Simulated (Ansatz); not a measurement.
Total energies of CaSi₂ (the lowest singlet isomer of a short search) from Ansatz at PBE0-D4/def2-TZVP, gas phase (1 Eh = 27.2114 eV = 2625.5 kJ/mol). The reference geometry is relaxed at PBE-D4/def2-TZVP.

```xyz
3

Ca   -0.9371   -0.7381    1.1612
Si   -0.2709    1.1592   -0.6747
Si    1.2079   -0.4211   -0.4865
```

```csv
state,geometry,energy (Eh)
charge 0 singlet,reference,-1256.09969
charge 1 doublet,reference,-1255.86394
charge 0 triplet,relaxed at PBE-D4/def2-TZVP,-1256.06249
charge 0 quintet,relaxed at PBE-D4/def2-TZVP,-1256.02313
free Ca atom (singlet),–,-677.37586
free Si atom (triplet),–,-289.24943
```

(1) Work out the vertical ionisation energy to the doublet.

(2) Which of the charge 0 states is lowest, and how far above it are the others?

(3) What is the binding energy per atom against free atoms?

(1) E(charge 1 doublet) − E(charge 0 singlet) = -1255.86394 − (-1256.09969) = 0.23575 Eh = 6.42 eV. For comparison, −ε of the highest occupied level is 4.88 eV at this level, 1.54 eV less.

(2) The singlet. triplet: -1256.06249 − (-1256.09969) = 0.03720 Eh = 97.7 kJ/mol; quintet: -1256.02313 − (-1256.09969) = 0.07656 Eh = 201.0 kJ/mol.

(3) Atoms: 1 × (-677.37586) + 2 × (-289.24943) = -1255.87472 Eh. Binding: -1255.87472 − (-1256.09969) = 0.22497 Eh = 6.12 eV, or 2.04 eV for each of 3 atoms (no zero-point energy, no counterpoise term).

The structure comes from a short search, and lower isomers may exist.
